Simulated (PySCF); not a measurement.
Al(NHMe)(OH)2 (CH6AlNO2), SMILES [NH](C)[Al]([OH])[OH].

Geometry optimised at B3LYP-D3(BJ)/def2-SVP. The structure was generated by enumeration; whether it is a known compound was not checked. The values are those of a single conformer.

Two levels are set side by side: PBE/def2-TZVP (PySCF) and CAM-B3LYP/def2-TZVP (PySCF). Same geometry, gas phase. Differences are taken from unrounded values.

```
quantity                     CAM-B3LYP
---------------------------  ---------
orbital gap (eV)                  8.72
highest occupied level (eV)      -8.04
lowest empty level (eV)           0.68
dipole moment (D)                 1.66
mean polarisability (bohr³)       48.6
```

**Question.** What does PBE give, and how far is it from CAM-B3LYP? (The exact figures need the calculation; the answer reports its results.)

**Answer.** 
```csv
quantity,PBE,PBE minus CAM-B3LYP
orbital gap (eV),4.25,-4.47
highest occupied level (eV),-5.25,2.79
lowest empty level (eV),-1.00,-1.67
dipole moment (D),1.56,-0.10
mean polarisability (bohr³),52.6,4.0
```

Without exact exchange PBE keeps part of each electron's self-repulsion, which lifts occupied levels and narrows the gap. Loosely held outer electrons make PBE densities more polarisable. Differences between two approximate levels are no errors against the true value.

Rough cost on one machine, each run with all the roots and properties that it gave: CAM-B3LYP against PBE within a factor of 2.
